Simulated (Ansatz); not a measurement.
Total energies of Ga(NH3)F3 (GaNF3H3) from Ansatz at r2SCAN-D4/def2-TZVP, gas phase (1 Eh = 27.2114 eV = 2625.5 kJ/mol). The reference geometry is relaxed at PBE-D4/def2-SVP.

```csv
state,geometry,energy (Eh)
charge 0 singlet,reference,-2281.12164
charge 1 doublet,reference,-2280.67722
free Ga atom (doublet),–,-1924.78964
free N atom (quartet),–,-54.58101
free H atom (doublet),–,-0.49993
free F atom (doublet),–,-99.72763
```

Work out the vertical ionisation energy to the doublet.

E(charge 1 doublet) − E(charge 0 singlet) = -2280.67722 − (-2281.12164) = 0.44442 Eh = 12.09 eV. For comparison, −ε of the highest occupied level is 8.74 eV at this level, 3.35 eV less.

What is the binding energy per atom against free atoms?

Atoms: 1 × (-1924.78964) + 1 × (-54.58101) + 3 × (-0.49993) + 3 × (-99.72763) = -2280.05333 Eh. Binding: -2280.05333 − (-2281.12164) = 1.06831 Eh = 29.07 eV, or 3.63 eV for each of 8 atoms (no zero-point energy, no counterpoise term).
